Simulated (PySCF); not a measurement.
L and K shells in GaCl2Br

Species: GaCl2Br.
Geometry (PBE0-D3(BJ)/def2-SVP, Å), atoms numbered from 1 in this order:
```
atom  x, y, z in Å
Ga1    0.0076    0.0206    0.0015
Cl2    2.1321    0.0259    0.0123
Cl3   -1.0109    1.8861   -0.0276
Br4   -1.1288   -1.9326    0.0138
```

Method used: delta-SCF UKS SCAN, pcX-2 on the ionised atom, pcseg-1 elsewhere, spin-free X2C in PySCF 2.14.0. Vertical ΔSCF values, vacuum level as zero. Spin–orbit and ligand-field terms were added within each 2p shell after the spin-free SCF. The splitting includes the ligand field, and 2p3/2 is the mean of two sublevels.

```tsv
atom	mean of the 2p shell (eV)	splitting (eV)
Cl2/Cl3	206.791	1.654
```

Problem. Where do the two lines of each doublet lie?

Solution. 2p3/2 = mean − splitting/3 and 2p1/2 = mean + 2 × splitting/3:

| atom | environment | 2p3/2 (eV) | 2p1/2 (eV) |
| --- | --- | --- | --- |
| Cl2/Cl3 | chlorine bonded to Ga | 206.24 | 207.89 |

Problem. What are the 1s binding energies of the same atoms?

Solution. Cl2/Cl3 2828.85 eV.

Problem. Which Kα1 and Kα2 emission energies and wavelengths follow?

Solution. The photon carries the difference of the 1s-hole and 2p-hole states, both at the ground state's geometry; λ = 12398.42 eV Å/E.

```csv
atom,Kα1 (eV),Kα2 (eV),λ(Kα1) (Å),λ(Kα2) (Å)
Cl2/Cl3,2622.61,2620.96,4.7275,4.7305
```

The first atom of each set that the bonding makes equivalent was ionised and stands for the set. No level of bromine or gallium is listed. Geometry: PBE0-D3(BJ)/def2-SVP; no solvent, vibrations or thermal averaging.
